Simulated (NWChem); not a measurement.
All runs are NWChem calculations. System: C$_{2}$H$_{7}$FOSi, charge 0, spin multiplicity 1, at a geometry optimised with PBE0/def2-SVP. The structure started from a generated list of species. Level: RHF/def2-SVP.

Job file:

```
start mol
memory heap 200 mb stack 800 mb global 1000 mb
geometry units angstroms nocenter noautoz noautosym
  C      1.805715    -1.067546    -0.418098
  Si     0.499595     0.228823    -0.112191
  F      0.617688     0.702185     1.446251
  C     -1.221906    -0.481847    -0.395764
  O     -2.169303     0.556114    -0.343419
  H      1.826076    -1.366860    -1.478084
  H      2.803074    -0.680717    -0.158052
  H      1.624276    -1.967964     0.189502
  H      0.706035     1.440575    -0.953776
  H     -1.395436    -1.265380     0.372084
  H     -1.216287    -1.009874    -1.374622
  H     -3.049687     0.174482    -0.412103
end
basis spherical
  * library def2-svp
end
scf
  rhf
  nopen 0
  maxiter 100
  thresh 1e-7
  semidirect memsize 60000000 filesize 0
end
task scf energy
```

NWChem printed:

```
             Northwest Computational Chemistry Package (NWChem) 7.3.0
             --------------------------------------------------------

                                NWChem Input Module
                                -------------------

 Scaling coordinates for geometry "geometry" by  1.889725989
 (inverse scale =  0.529177249)

                             Geometry "geometry" -> ""
                             -------------------------

 Output coordinates in angstroms (scale by  1.889725989 to convert to a.u.)

  No.       Tag          Charge          X              Y              Z
 ---- ---------------- ---------- -------------- -------------- --------------
    1 C                    6.0000     1.80571500    -1.06754600    -0.41809800
    2 Si                  14.0000     0.49959500     0.22882300    -0.11219100
    3 F                    9.0000     0.61768800     0.70218500     1.44625100
    4 C                    6.0000    -1.22190600    -0.48184700    -0.39576400
    5 O                    8.0000    -2.16930300     0.55611400    -0.34341900
    6 H                    1.0000     1.82607600    -1.36686000    -1.47808400
    7 H                    1.0000     2.80307400    -0.68071700    -0.15805200
    8 H                    1.0000     1.62427600    -1.96796400     0.18950200
    9 H                    1.0000     0.70603500     1.44057500    -0.95377600
   10 H                    1.0000    -1.39543600    -1.26538000     0.37208400
   11 H                    1.0000    -1.21628700    -1.00987400    -1.37462200
   12 H                    1.0000    -3.04968700     0.17448200    -0.41210300

 Effective nuclear repulsion energy (a.u.)     244.0156314027

            Nuclear Dipole moment (a.u.)
            ----------------------------
        X                 Y               Z
 ---------------- ---------------- ----------------
     0.0000056692     0.0000056692     0.0000188973


 Summary of "ao basis" -> "" (spherical)
 ------------------------------------------------------------------------------
       Tag                 Description            Shells   Functions and Types
 ---------------- ------------------------------  ------  ---------------------
 *                          def2-svp                  on all atoms

 Summary of "ao basis" -> "ao basis" (spherical)
 ------------------------------------------------------------------------------
       Tag                 Description            Shells   Functions and Types
 ---------------- ------------------------------  ------  ---------------------
 C                          def2-svp                 6       14   3s2p1d
 Si                         def2-svp                 8       18   4s3p1d
 F                          def2-svp                 6       14   3s2p1d
 O                          def2-svp                 6       14   3s2p1d
 H                          def2-svp                 3        5   2s1p

                                 NWChem SCF Module
                                 -----------------

  ao basis        = "ao basis"
  functions       =   109
  atoms           =    12
  closed shells   =    25
  open shells     =     0
  charge          =   0.00
  wavefunction    = RHF
  use symmetry    = F
  symmetry adapt  = F

 Summary of "ao basis" -> "ao basis" (spherical)
 ------------------------------------------------------------------------------
       Tag                 Description            Shells   Functions and Types
 ---------------- ------------------------------  ------  ---------------------
 C                          def2-svp                 6       14   3s2p1d
 Si                         def2-svp                 8       18   4s3p1d
 F                          def2-svp                 6       14   3s2p1d
 O                          def2-svp                 6       14   3s2p1d
 H                          def2-svp                 3        5   2s1p

 Forming initial guess at       0.1s

      Superposition of Atomic Density Guess
      -------------------------------------

 Sum of atomic energies:        -541.46678368

      Non-variational initial energy
      ------------------------------

 Total energy =    -543.616209
 1-e energy   =   -1231.930875
 2-e energy   =     444.299035
 HOMO         =      -0.331767
 LUMO         =       0.067432

 Starting SCF solution at       2.2s

 ----------------------------------------------
         Quadratically convergent ROHF

 Convergence threshold     :          1.000E-07
 Maximum no. of iterations :          100
 Final Fock-matrix accuracy:          1.000E-09
 ----------------------------------------------

              iter       energy          gnorm     gmax       time
             ----- ------------------- --------- --------- --------
                 1     -542.7302785223  1.16D+00  1.72D-01      2.4
                 2     -542.8052711880  3.71D-01  6.57D-02      2.8
                 3     -542.8160247626  1.71D-02  2.42D-03      3.3
                 4     -542.8160565356  9.69D-05  1.67D-05      4.2
                 5     -542.8160565366  4.13D-09  9.01D-10      5.8

       Final RHF  results
       ------------------

         Total SCF energy =   -542.816056536606
      One-electron energy =  -1236.111074925424
      Two-electron energy =    449.279386986108
 Nuclear repulsion energy =    244.015631402709

        Time for solution =      3.6s

             Final eigenvalues
             -----------------

              1
    1  -68.7886
    2  -26.2557
    3  -20.5568
    4  -11.2740
    5  -11.2249
    6   -6.1544
    7   -4.2661
    8   -4.2644
    9   -4.2643
   10   -1.5315
   11   -1.3482
   12   -0.9542
   13   -0.9091
   14   -0.7305
   15   -0.7027
   16   -0.6511
   17   -0.6423
   18   -0.6262
   19   -0.6048
   20   -0.5711
   21   -0.5587
   22   -0.5435
   23   -0.4621
   24   -0.4558
   25   -0.4355
   26    0.1623
   27    0.1668
   28    0.1928
   29    0.2243
   30    0.2362
   31    0.2439
   32    0.2635
   33    0.2682
   34    0.2865
   35    0.3411

                       ROHF Final Molecular Orbital Analysis
                       -------------------------------------

 Vector   23  Occ=2.000000D+00  E=-4.620864D-01
              MO Center=  9.7D-01,  3.4D-02, -4.3D-01, r^2= 3.1D+00
   Bfn.  Coefficient  Atom+Function         Bfn.  Coefficient  Atom+Function
  ----- ------------  ---------------      ----- ------------  ---------------
    90     -0.292356   9 H  s                 5      0.270636   1 C  py
    23     -0.250176   2 Si py                4     -0.214421   1 C  px
    91     -0.190207   9 H  s                 8      0.174318   1 C  py
     3      0.163582   1 C  s                 7     -0.158167   1 C  px
    37     -0.150992   3 F  py

 Vector   24  Occ=2.000000D+00  E=-4.558042D-01
              MO Center= -1.7D+00,  2.2D-02, -3.9D-01, r^2= 2.0D+00
   Bfn.  Coefficient  Atom+Function         Bfn.  Coefficient  Atom+Function
  ----- ------------  ---------------      ----- ------------  ---------------
    66      0.498439   5 O  pz               69      0.411367   5 O  pz
    95     -0.254492  10 H  s                52     -0.224521   4 C  pz
   100      0.217540  11 H  s

 Vector   25  Occ=2.000000D+00  E=-4.354583D-01
              MO Center= -5.4D-01, -1.6D-01, -3.4D-01, r^2= 3.1D+00
   Bfn.  Coefficient  Atom+Function         Bfn.  Coefficient  Atom+Function
  ----- ------------  ---------------      ----- ------------  ---------------
    50      0.299435   4 C  px               22     -0.259997   2 Si px
    51      0.230846   4 C  py               53      0.209613   4 C  px
    49      0.183188   4 C  s                63     -0.165290   5 O  s
   105      0.159116  12 H  s                 4      0.158231   1 C  px
   100     -0.153187  11 H  s

 Vector   26  Occ=0.000000D+00  E= 1.622967D-01
              MO Center=  4.6D-01, -1.3D+00, -6.2D-01, r^2= 7.0D+00
   Bfn.  Coefficient  Atom+Function         Bfn.  Coefficient  Atom+Function
  ----- ------------  ---------------      ----- ------------  ---------------
     3      2.292195   1 C  s                49      1.755562   4 C  s
    18     -1.026616   2 Si s                76     -0.892681   6 H  s
   101     -0.888373  11 H  s                86     -0.867077   8 H  s
    96     -0.831763  10 H  s                81     -0.701970   7 H  s
    26      0.380143   2 Si py               54     -0.367573   4 C  py

 Vector   27  Occ=0.000000D+00  E= 1.668476D-01
              MO Center= -1.6D+00, -1.4D-01, -3.6D-01, r^2= 7.4D+00
   Bfn.  Coefficient  Atom+Function         Bfn.  Coefficient  Atom+Function
  ----- ------------  ---------------      ----- ------------  ---------------
     3      1.385981   1 C  s               106      1.013975  12 H  s
    49     -0.894341   4 C  s                63     -0.706775   5 O  s
    81     -0.534411   7 H  s                96      0.518939  10 H  s
    25     -0.508176   2 Si px              101      0.470543  11 H  s
    26      0.440944   2 Si py               86     -0.420982   8 H  s

 Vector   28  Occ=0.000000D+00  E= 1.928143D-01
              MO Center=  7.0D-01,  1.5D-01, -2.4D-01, r^2= 4.3D+00
   Bfn.  Coefficient  Atom+Function         Bfn.  Coefficient  Atom+Function
  ----- ------------  ---------------      ----- ------------  ---------------
    27      1.209302   2 Si pz               49      0.826575   4 C  s
     3     -0.576680   1 C  s                76      0.530483   6 H  s
    35     -0.527289   3 F  s                96     -0.492106  10 H  s
    25      0.450314   2 Si px               18     -0.417568   2 Si s
    81      0.402647   7 H  s                26      0.394535   2 Si py

 center of mass
 --------------
 x =  -0.01349934 y =   0.10716535 z =   0.10518334

 moments of inertia (a.u.)
 ------------------
         335.725430797062         100.133090357362         -82.111883504195
         100.133090357362         803.009190953959         -86.078140962116
         -82.111883504195         -86.078140962116         774.076388436474

  Mulliken analysis of the total density
  --------------------------------------

    Atom       Charge   Shell Charges
 -----------   ------   -------------------------------------------------------
    1 C    6     6.43   1.99  0.84  0.35  2.06  1.17  0.02
    2 Si  14    12.90   2.00  1.99  0.92  0.05  5.94  1.16  0.49  0.36
    3 F    9     9.49   1.99  1.11  0.83  3.34  2.21  0.00
    4 C    6     6.07   1.99  0.87  0.26  1.99  0.90  0.06
    5 O    8     8.44   1.99  1.05  0.71  2.85  1.83  0.01
    6 H    1     0.93   0.74  0.17  0.03
    7 H    1     0.92   0.73  0.16  0.03
    8 H    1     0.93   0.73  0.17  0.03
    9 H    1     1.16   0.75  0.39  0.01
   10 H    1     0.96   0.76  0.18  0.02
   11 H    1     0.97   0.76  0.18  0.02
   12 H    1     0.80   0.68  0.05  0.07

       Multipole analysis of the density wrt the origin
       ------------------------------------------------

     L   x y z        total         open         nuclear
     -   - - -        -----         ----         -------
     0   0 0 0     -0.000000      0.000000     50.000000

     1   1 0 0     -0.221836      0.000000      0.000006
     1   0 1 0     -1.071746      0.000000      0.000006
     1   0 0 1     -0.724090      0.000000      0.000019

     2   2 0 0    -23.959009      0.000000    357.652340
     2   1 1 0      2.083067      0.000000    -58.215628
     2   1 0 1     -0.361672      0.000000     37.455566
     2   0 2 0    -29.397130      0.000000     95.729515
     2   0 1 1     -0.463962      0.000000     43.928591
     2   0 0 2    -30.258199      0.000000     97.441025

 Task  times  cpu:        5.8s     wall:        5.8s

 Total times  cpu:        5.9s     wall:        5.9s
```
